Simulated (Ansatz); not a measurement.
A run of Ansatz (development build ahead of 0.2.0) on quintet MnF at this shape:

```xyz
2

Mn    0.0000    0.0000    0.0000
F     0.0000    0.0000    1.8032
```

Its results:

```json
{"Converged": "yes", "Total energy": "-1250.59196 hartree", "Spin squared of the determinant": "6.496", "Stability test": "minimum"}
```

(1) Which input gives this output? Name the method, the orbitals and the basis set, and write the input.

Answers

(1) PBE (unrestricted) in pcseg-2.

```yaml
crystal:
  periodic: [false, false, false]
  atoms:
    - { symbol: Mn, position_ang: [0.0, 0.0, 0.0] }
    - { symbol: F, position_ang: [0.0, 0.0, 1.8032] }
basis:
  gaussian: { orbitals: pcseg-2 }
magnetization:
  spin_polarized: true
  initial_magnetization: 4
hamiltonian:
  xc: pbe
```

Caution: the unrestricted determinant is spin contaminated.
